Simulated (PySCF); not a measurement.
**Basis-set dependence of population analyses: `C[SiH](C)C#N`**

Compound: C3H7NSi.
SMILES with atom numbers: `[CH3:1][SiH:2]([CH3:3])[C:4]#[N:5]` (hydrogens: H6, H7, H8 on C1; H9 on Si2; H10, H11, H12 on C3)

PBE0 throughout (PySCF), one geometry, spherical d and f functions. Geometry: PBE0-D3(BJ)/def2-SVP; no solvent, vibrations or thermal averaging. Atoms taken as equivalent share a column and are averaged.

Mulliken charges (e):

```csv
basis,functions,C1/C3,Si2,C4,N5,H6 (×6),H9
STO-3G,36,-0.400,+0.749,-0.139,-0.208,+0.084,-0.104
6-31G,63,-0.823,+0.901,-0.107,-0.302,+0.209,-0.099
pcSseg-0,63,-1.189,+1.403,-0.256,-0.396,+0.273,-0.011
6-31G*,88,-0.774,+0.624,0.000,-0.282,+0.211,-0.065
cc-pVDZ,109,-0.267,+0.409,-0.178,-0.120,+0.077,-0.039
def2-SVP,109,-0.345,+0.530,-0.257,-0.071,+0.090,-0.050
aug-cc-pVDZ,182,+0.465,+0.899,-0.096,-0.387,-0.260,+0.215
"6-311+G(2d,p)",185,-0.698,+0.883,-0.208,-0.246,+0.171,-0.061
def2-TZVP,203,-0.486,+0.328,-0.218,-0.038,+0.151,-0.005
cc-pVTZ,252,-0.385,+0.386,-0.195,-0.084,+0.115,-0.026
IGLO-III,254,-0.603,+0.798,-0.039,-0.320,+0.153,-0.149
```

IAO charges (e):

| basis | functions | C1/C3 | Si2 | C4 | N5 | H6 (×6) | H9 |
| --- | --- | --- | --- | --- | --- | --- | --- |
| STO-3G | 36 | -0.642 | +0.885 | -0.184 | -0.159 | +0.140 | -0.099 |
| 6-31G | 63 | -0.709 | +0.813 | -0.141 | -0.195 | +0.170 | -0.081 |
| pcSseg-0 | 63 | -0.716 | +0.838 | -0.148 | -0.193 | +0.169 | -0.083 |
| 6-31G* | 88 | -0.712 | +0.918 | -0.160 | -0.199 | +0.163 | -0.113 |
| cc-pVDZ | 109 | -0.709 | +0.915 | -0.163 | -0.194 | +0.162 | -0.112 |
| def2-SVP | 109 | -0.704 | +0.926 | -0.165 | -0.191 | +0.159 | -0.118 |
| aug-cc-pVDZ | 182 | -0.722 | +0.919 | -0.152 | -0.210 | +0.166 | -0.111 |
| 6-311+G(2d,p) | 185 | -0.733 | +0.948 | -0.159 | -0.210 | +0.167 | -0.118 |
| def2-TZVP | 203 | -0.737 | +0.959 | -0.163 | -0.207 | +0.168 | -0.121 |
| cc-pVTZ | 252 | -0.734 | +0.946 | -0.162 | -0.204 | +0.168 | -0.118 |
| IGLO-III | 254 | -0.737 | +0.958 | -0.161 | -0.209 | +0.168 | -0.121 |

Hirshfeld charges (e):

| basis | functions | C1/C3 | Si2 | C4 | N5 | H6 (×6) | H9 |
| --- | --- | --- | --- | --- | --- | --- | --- |
| STO-3G | 36 | -0.118 | +0.461 | -0.080 | -0.184 | +0.019 | -0.073 |
| 6-31G | 63 | -0.188 | +0.391 | -0.054 | -0.197 | +0.051 | -0.069 |
| pcSseg-0 | 63 | -0.190 | +0.421 | -0.053 | -0.194 | +0.046 | -0.068 |
| 6-31G* | 88 | -0.188 | +0.377 | -0.040 | -0.204 | +0.052 | -0.072 |
| cc-pVDZ | 109 | -0.197 | +0.405 | -0.046 | -0.196 | +0.051 | -0.074 |
| def2-SVP | 109 | -0.200 | +0.410 | -0.039 | -0.201 | +0.051 | -0.075 |
| aug-cc-pVDZ | 182 | -0.211 | +0.417 | -0.040 | -0.211 | +0.054 | -0.068 |
| 6-311+G(2d,p) | 185 | -0.202 | +0.411 | -0.040 | -0.213 | +0.052 | -0.069 |
| def2-TZVP | 203 | -0.206 | +0.407 | -0.038 | -0.210 | +0.054 | -0.069 |
| cc-pVTZ | 252 | -0.206 | +0.407 | -0.038 | -0.208 | +0.054 | -0.070 |
| IGLO-III | 254 | -0.208 | +0.410 | -0.036 | -0.215 | +0.054 | -0.066 |

ESP-fitted charges (e):

| basis | functions | C1/C3 | Si2 | C4 | N5 | H6 (×6) | H9 |
| --- | --- | --- | --- | --- | --- | --- | --- |
| STO-3G | 36 | -0.537 | +0.691 | +0.122 | -0.364 | +0.126 | -0.133 |
| 6-31G | 63 | -0.668 | +0.718 | +0.141 | -0.400 | +0.172 | -0.158 |
| pcSseg-0 | 63 | -0.808 | +0.939 | +0.099 | -0.399 | +0.196 | -0.197 |
| 6-31G* | 88 | -0.683 | +0.752 | +0.068 | -0.355 | +0.177 | -0.160 |
| cc-pVDZ | 109 | -0.609 | +0.704 | +0.053 | -0.339 | +0.159 | -0.151 |
| def2-SVP | 109 | -0.620 | +0.731 | +0.071 | -0.353 | +0.159 | -0.161 |
| aug-cc-pVDZ | 182 | -0.696 | +0.780 | +0.085 | -0.381 | +0.179 | -0.162 |
| 6-311+G(2d,p) | 185 | -0.712 | +0.800 | +0.066 | -0.372 | +0.183 | -0.166 |
| def2-TZVP | 203 | -0.706 | +0.804 | +0.067 | -0.370 | +0.180 | -0.170 |
| cc-pVTZ | 252 | -0.686 | +0.779 | +0.064 | -0.362 | +0.176 | -0.164 |
| IGLO-III | 254 | -0.694 | +0.791 | +0.071 | -0.373 | +0.178 | -0.166 |

Some averages cover members that differ in this geometry, most widely: H6 (×6), Mulliken in aug-cc-pVDZ -0.311 to -0.198 e.

Problem. Which scheme is steadiest as the basis changes?

Solution. Largest range over the bases for any column: Hirshfeld 0.09 e, IAO 0.15 e, ESP-fitted 0.27 e, Mulliken 1.65 e. Hirshfeld charges move least and Mulliken charges most, counted in e. Without the minimal STO-3G basis the ranges are Hirshfeld 0.04, IAO 0.15, ESP-fitted 0.23, Mulliken 1.65 e.

Problem. How much do the charges still move between the two largest bases, cc-pVTZ and IGLO-III?

Solution. At most, over all atoms: Mulliken 0.412 e, IAO 0.012 e, Hirshfeld 0.007 e, ESP-fitted 0.011 e.

Problem. What do the same runs give for the total energy, the frontier levels and the dipole moment?

Solution. 
```
        basis  energy (Eh)  HOMO (eV)  LUMO (eV)  μ (D)
       STO-3G    -457.0072      -7.12       4.39   3.65
        6-31G    -462.3555      -9.15       0.29   4.21
     pcSseg-0    -461.7242      -9.51       0.01   4.19
       6-31G*    -462.4337      -9.01       0.16   4.14
      cc-pVDZ    -462.4598      -9.05       0.14   4.07
     def2-SVP    -462.2364      -9.16       0.04   4.06
  aug-cc-pVDZ    -462.4723      -9.20      -0.49   4.31
6-311+G(2d,p)    -462.5171      -9.25      -0.47   4.33
    def2-TZVP    -462.5323      -9.21      -0.24   4.25
      cc-pVTZ    -462.5295      -9.18      -0.15   4.21
     IGLO-III    -462.5377      -9.23      -0.31   4.30
```

The dipole is fixed by the density alone, so its range of 0.68 D shows that the density itself changes with the basis, not only its division among atoms.
